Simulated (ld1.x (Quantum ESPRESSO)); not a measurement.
**Cutoff test, molybdenum, ultrasoft**

| Item | Value |
| --- | --- |
| Element | molybdenum (Mo) |
| Generator | ld1.x (Quantum ESPRESSO) 7.5 |
| Type | ultrasoft |
| Functional | BP86 |
| Relativity | scalar-relativistic |
| Frozen core | [Kr] |
| Valence charge | 6 |
| Reference configuration | 4d5 5s1 5p0 |
| Partial waves | 5s (bound): rcut 2.60, rcutus 3.20 bohr; 5s channel at 0.05 Ry: rcut 2.60, rcutus 3.20 bohr; 5p (bound, empty): rcut 3.05, rcutus 3.85 bohr; 5p channel at 3.65 Ry: rcut 3.05, rcutus 3.85 bohr; 4d (bound): rcut 1.55, rcutus 1.85 bohr; 4d channel at 0.3 Ry: rcut 1.55, rcutus 1.85 bohr |
| Local potential | all-electron potential smoothed inside 3.55 bohr (lloc = -2) |
| Core correction | Bessel-smoothed model core inside 1.45 bohr |
| Augmentation charge | built from norm-conserving waves at rcut, not smoothed further |

The pseudo-atom Hamiltonian at the reference potential is diagonalised in spherical Bessel functions j_l(qr) that vanish at 20 bohr, with q² up to the cutoff. All-electron valence levels (Ry): 5s -0.3140, 5p -0.0837, 4d -0.2863.

Q: How do the lowest levels (Ry) of each channel move with the cutoff, and are there ghosts?

A:

```
cutoff (Ry)     s #1    s #2     p #1    p #2     d #1    d #2    f #1    f #2  Σ f·Δε (mRy)
          8  -0.3140  0.0040  -0.1571  0.0301   0.0008  0.0678  0.0988  0.2276        1435.6
         12  -0.3140  0.0040  -0.1574  0.0301  -0.1048  0.0553  0.0988  0.2275         907.4
         18  -0.3140  0.0040  -0.1575  0.0301  -0.2426  0.0515  0.0988  0.2275         218.4
         25  -0.3140  0.0040  -0.1575  0.0301  -0.2802  0.0509  0.0988  0.2275          30.7
         30  -0.3140  0.0040  -0.1575  0.0301  -0.2855  0.0508  0.0988  0.2275           4.3
         40  -0.3140  0.0040  -0.1575  0.0301  -0.2860  0.0508  0.0988  0.2275           1.6
         50  -0.3140  0.0040  -0.1575  0.0301  -0.2862  0.0508  0.0988  0.2275           0.4
         60  -0.3140  0.0040  -0.1575  0.0301  -0.2863  0.0508  0.0988  0.2275           0.2
        400  -0.3140  0.0040  -0.1575  0.0301  -0.2863  0.0508  0.0988  0.2275           0.0
```

Result: ghost state, extra bound levels that the all-electron valence spectrum of the same l lacks: p at -2.14 eV (a true bound ghost makes a file unfit for plane-wave use); 10 mRy is reached at 30 Ry and 1 mRy at 50 Ry.

Its largest configuration-test error is -1345 meV.
